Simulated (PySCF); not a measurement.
C₆H₈N (doublet state).
Geometry (GFN2-xTB, Å), atoms numbered from 1 in this order:
```
atom  x, y, z in Å
C1    -0.583    2.200   -0.306
C2    -0.805    1.154    0.413
C3    -0.599   -0.301   -0.023
N4    -1.819   -1.031    0.277
C5     0.552   -0.910    0.793
C6     1.801   -0.218    0.561
C7     2.830    0.354    0.350
H8    -0.226    2.440   -1.280
H9    -1.183    1.224    1.425
H10   -0.327   -0.311   -1.093
H11   -2.608   -0.621   -0.210
H12   -1.738   -2.000   -0.016
H13    0.294   -0.864    1.854
H14    0.671   -1.963    0.515
H15    3.736    0.854    0.178
```

The hyperfine couplings belong to this conformer and change with its torsions.

The species is `[H]/[C]=C\[C@H](N)CC#C` [radical].

The calculation used PySCF 2.14.0, UKS B3LYP, pcH-1 on C H N, non-relativistic, mean-field spin-orbit, GIAO. Isolated species at its GFN2-xTB geometry (one conformer only). A GFN2-xTB geometry isn't a minimum of the functional, and hyperfine couplings can be far from their values at a DFT geometry. No stability test was run, so a lower SCF solution isn't excluded.

(1) Give the isotropic g value and a_iso(1H) at H9.

(2) For one electron spin and this one nucleus (I = 1/2, g_N = 5.5857), compare first-order, second-order and exact resonance fields at 9.606 GHz.

(3) What g and a would be read from the two outer exact lines by first-order rules?

(4) What levels remain at zero field?

## Answers

(1) g_iso = 2.00223 and a = +114.05 MHz, or +4.070 mT (Mulliken spin population +0.05).

(2) First order: B = B0 − a·mI with B0 = 342.781 mT. Second order subtracts a²[I(I+1) − mI²]/(2B0). The exact fields come from the Breit–Rabi levels of H = g μB B Sz − g_N μN B Iz + a S·I.

| mI | first order (mT) | second order (mT) | exact (mT) | exact − first order |
| --- | --- | --- | --- | --- |
| −1/2 | 344.816 | 344.804 | 344.804 | -0.012 |
| +1/2 | 340.746 | 340.734 | 340.734 | -0.012 |

(3) Their midpoint, 342.769 mT, gives an apparent g of 2.00230 (true 2.00223), and their distance over 2I an apparent |a| of 4.070 mT (true 4.070).

(4) F = I ± 1/2 = 1 and 0, at a·I/2 = +28.5 MHz and −a(I+1)/2 = -85.5 MHz, that is |a|(I + 1/2) = 114.1 MHz apart; F = 0 lies lower.

Other couplings of abundant isotopes, left aside here: 1 × 1H 40 MHz, 1 × 1H 6 MHz, 1 × 1H 4 MHz, 2 × 1H 4 MHz, 1 × 14N 2 MHz.

Means are taken over nuclei equivalent by connectivity, which assumes that they swap fast.
